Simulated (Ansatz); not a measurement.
Computed with Ansatz on PBE0-D4/def2-TZVP structures; ΔE is electronic, products minus reactants. CBS: MP2 limit from def2 TZ/QZ plus the TZ coupled-cluster correction, frozen cores. This one scheme is used for every species. DFT in def2-TZVPP. Elements past krypton have def2 core potentials. For Se, Sn outer-core shells are correlated without core-valence functions, which leaves a few kJ/mol of doubt a bond. Scalar relativity is left out up to krypton. Each species was taken in one conformer, which may not be the lowest.

Reaction (β-hydride elimination): `C[O][SnH]([CH3])[SeH]` → `[CH3][SnH2][SeH]` + `C=O`

`C[O][SnH]([CH3])[SeH]`:

Z-matrix (Å, degrees):
```
C
O 1 1.403
H 1 1.100 2 112.4
H 1 1.094 2 108.4 3 118.9
H 1 1.098 2 112.3 3 -122.1
Sn 2 1.967 1 120.2 3 64.1
Se 6 2.535 2 108.2 1 55.1
C 6 2.120 2 103.1 1 172.8
H 6 1.712 2 107.6 1 -61.7
H 7 1.468 6 91.6 2 -98.2
H 8 1.089 6 110.2 2 176.7
H 8 1.089 6 108.9 2 -63.0
H 8 1.090 6 109.1 2 56.1
```

`[CH3][SnH2][SeH]`:

Z-matrix (Å, degrees):
```
C
Sn 1 2.136
H 1 1.090 2 109.6
H 1 1.089 2 109.3 3 119.6
H 1 1.091 2 110.1 3 -120.1
Se 2 2.540 1 109.5 3 -61.5
H 2 1.707 1 112.0 3 -176.8
H 2 1.710 1 111.1 3 59.0
H 6 1.469 2 92.2 1 63.8
```

`C=O`:

Cartesian coordinates in Å:
```
C 0.003 -0.002 0.003
O -0.840 0.539 -0.649
H -0.233 -0.532 0.948
H 1.070 -0.005 -0.302
```

```csv
level,ΔE (kJ/mol)
PBE-D4,134.2
PBE0-D4,140.6
ωB97X-V,137.1
PBE,125.1
```

(1) What does CCSD(T)/CBS give? (Best estimate.)

Largest T1 diagnostic among the species: 0.015.

## Answers

(1) The calculation gave: +140.9 kJ/mol. The listed levels differ from it by -6.7, -0.3, -3.8, -15.8 kJ/mol.

From PBE to PBE0 (25 % exact exchange), in def2-TZVPP and without D4, ΔE moves by +7.4 kJ/mol. The D4 term adds +14.5 kJ/mol with B3LYP and +8.2 kJ/mol with PBE0; it sums over pairs of atoms, weighted by their polarisabilities, and B3LYP, whose exchange is more repulsive, gets the larger term. In def2-TZVPP, CCSD(T) changes the Hartree–Fock value by +26.6 kJ/mol (the triples alone add +2.4 kJ/mol) and MP2 by +37.9 kJ/mol.

B3LYP here is the variant with VWN-RPA as its local correlation; programs differ in this.
